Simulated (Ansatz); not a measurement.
Input for Ansatz (development build ahead of 0.2.0):

```yaml
crystal:
  periodic: [false, false, false]
  atoms:
    - { symbol: Al, position_ang: [0.0, 0.0, 0.0] }
    - { symbol: Cl, position_ang: [1.14866, 1.14866, 1.14866] }
    - { symbol: Cl, position_ang: [1.14866, -1.14866, -1.14866] }
    - { symbol: Cl, position_ang: [-1.14866, 1.14866, -1.14866] }
    - { symbol: Cl, position_ang: [-1.14866, -1.14866, 1.14866] }
basis:
  gaussian: { orbitals: cc-pVDZ }
total_charge: -1
hamiltonian:
  xc: hf
correlation:
  method: mp2
  frozen_orbitals: { Al: 5, Cl: 5 }
```

The input is written out in the form of the current development build from the run's settings.

Results

| Quantity | Value |
| --- | --- |
| Converged | yes |
| Reference energy | -2080.26386 hartree |
| Correlation energy | -0.59991 hartree |
| Total energy | -2080.86377 hartree |
| Spin squared of the determinant | 0.000 |

Caution: no unrestricted run beside it, a lower state can exist; no diffuse functions for an anion.
